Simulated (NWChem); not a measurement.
# Spin states of Sb

SMILES: [Sb]
```xyz
1

Sb     0.0000     0.0000     0.0000
```
Charge 0, spin multiplicity 4.

Program: NWChem.

Basis set: def2-TZVP. The gap is E(quartet) − E(doublet), so a negative value puts the higher spin lower. Open shells are unrestricted. The quartet is the single determinant that the SCF runs reached, with unpaired electrons in orbitals of symmetry b1u and b2u and b3u (D2h labels); it need not be the lowest quartet, which in molecules with degenerate π orbitals can need several determinants. Where the lowest doublet needs several determinants, the single determinant used here isn't a pure state and places it wrongly.

Effective core potentials replace the inner electrons of Sb; spin-orbit coupling is left out. The correlated methods keep 4 core orbitals frozen. B3LYP has NWChem's definition, with VWN1-RPA local correlation. No SCF solution was tested for a lower state. Open-shell Hartree-Fock references start from PBE0 orbitals.

Task: For the vertical doublet-quartet gap, HF gives -47.1 kcal/mol and B2PLYP gives -33.8 kcal/mol. What do MP2, B3LYP give?

Result: MP2: -43.1 kcal/mol; B3LYP: -30.7 kcal/mol.
